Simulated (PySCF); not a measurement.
# Cost of excited-state runs on SMILES FCC(F)(F)O[c+]1cc1Br, [C5H3BrF3O]+, charge +1

Cartesian coordinates in Å; atom numbers follow the order of the lines, from 1:
```xyz
13

F    -0.522    1.460    0.796
C    -1.665    0.801    0.445
C    -1.230   -0.419   -0.377
F    -0.788   -0.075   -1.591
F    -2.190   -1.310   -0.519
O    -0.151   -1.107    0.299
C     1.040   -0.715    0.155
C     2.381   -0.852    0.478
C     2.016    0.133   -0.423
Br    2.433    1.496   -1.510
H    -2.287    1.469   -0.161
H    -2.185    0.484    1.355
H     3.140   -1.365    1.035
```

Total charge +1.

PySCF with density fitting, on 1 thread of an Arm Neoverse V2, shared host. Command: `OMP_NUM_THREADS=1 python excited_run.py task.json out`

Q: How long does each of these runs take, and how much memory?
- magnetisability and related constants, B3LYP/pcSseg-1; usual settings
- magnetisability and related constants, B3LYP/pcSseg-1; usual settings

A: 
```tsv
run	level	basis functions	wall time	peak memory (GiB)
magnetisability and related constants	B3LYP/pcSseg-1	209	47 s	1
magnetisability and related constants	B3LYP/pcSseg-1	209	59 s	0.99
```
Times from a shared host are rough.
